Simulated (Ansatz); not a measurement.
Relaxation of BCl2FH2O (7 atoms, charge 0, multiplicity 1), to a largest force component of 0.03 eV/Å in at most 50 steps.

These are results of Ansatz, RHF/def2-SVP, not measurements.

```xyz
7
Properties=species:S:1:pos:R:3
B 0.126 0.508 -0.504
O 0.017 -0.102 2.030
H -0.876 -0.301 2.277
Cl 1.582 -0.301 -1.033
Cl -1.471 -0.086 -0.928
F 0.224 1.676 0.087
H 0.073 0.865 2.050
```

Problem. Where does it end, and by what steps?

Solution. It converged. After 8 steps the energy has fallen by 0.100 eV; H7 moved furthest, 0.39 Å.

| step | energy less start (eV) | largest force component (eV/Å) | accepted |
| --- | --- | --- | --- |
| 0 | 0.0000 | 1.331 | yes |
| 1 | -0.0256 | 1.875 | yes |
| 2 | 0.1822 | 2.757 | no |
| 3 | -0.0634 | 1.241 | yes |
| 4 | -0.0920 | 0.381 | yes |
| 5 | -0.0956 | 0.226 | yes |
| 6 | -0.0968 | 0.295 | yes |
| 7 | -0.0987 | 0.056 | yes |
| 8 | -0.0995 | 0.013 | yes |

```xyz
7
Properties=species:S:1:pos:R:3
B 0.101 0.541 -0.507
O -0.024 0.008 1.861
H -0.828 -0.375 2.180
Cl 1.561 -0.365 -0.874
Cl -1.492 -0.102 -0.916
F 0.201 1.801 -0.183
H 0.157 0.751 2.418
```

Time of the run: 17 s on 1 thread of Arm Neoverse V2, on a shared host, peak memory 0.16 GiB.
